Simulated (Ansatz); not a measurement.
[MoO3F]- (MoO₃F⁻), relaxed as a singlet with RKS r2SCAN-D4/def2-SVPD in Ansatz, starting from the GFN2-xTB geometry. Force threshold 0.02 eV/Å.

In the def2 sets Mo takes a core potential; there is no spin–orbit coupling.

Start:

```xyz
5

Mo    0.023    0.070   -0.048
O     1.262    0.829    0.758
O     0.502   -0.504   -1.532
O    -1.331    1.026   -0.155
F    -0.455   -1.420    0.976
```

Problem. Estimate the energy that the relaxation releases and the steps that it takes.

Solution. 11.7 kcal/mol, in 4 steps; 6 s on 4 threads of Arm Neoverse V2 on a shared host. No frequencies were taken in this run, so the end may be a saddle point.

Problem. Does the start keep its bonding and symmetry?

Solution. By distances, no bond broke or formed. The bond that changes most is Mo1–O2, from 1.66 to 1.73 Å (atoms count from 1). Point group C3v at the start, C3v at the end, both within 0.05 Å.

Problem. Predict the relaxed structure.

Solution. 
```xyz
5

Mo    0.0104    0.0326   -0.0224
O     1.3029    0.8740    0.7628
O     0.5225   -0.4934   -1.5895
O    -1.3595    1.0788   -0.1762
F    -0.4763   -1.4919    1.0253
```
Bond lengths: 3 × Mo–O 1.73 Å; 1 × F–Mo 1.91 Å.
